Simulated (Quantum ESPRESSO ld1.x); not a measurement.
Q: Ne2+, 8 electrons, occupied as [He] 2s2 2p4. Calculated with ld1.x of Quantum ESPRESSO 7.5: scalar-relativistic Kohn-Sham, LDA (Slater exchange, VWN5 correlation), spin-polarised, spherical densities, point nucleus; open shells are filled with parallel spins first. Some entries of the table are withheld. Estimate them.

orbital  occ.  eigenvalue (Ry)  r(max) (bohr)
1s up       1         -64.4629          0.103
1s down     1         -64.2899          0.103
2s up       1         -5.84606            (1)
2s down     1         -5.52021            (2)
2p up       3              (3)            (4)
2p down     1              (5)            (6)

A: 
(1) 2s up r(max) (bohr): 0.661
(2) 2s down r(max) (bohr): 0.666
(3) 2p up eigenvalue (Ry): -4.18167
(4) 2p up r(max) (bohr): 0.577
(5) 2p down eigenvalue (Ry): -3.83628
(6) 2p down r(max) (bohr): 0.586
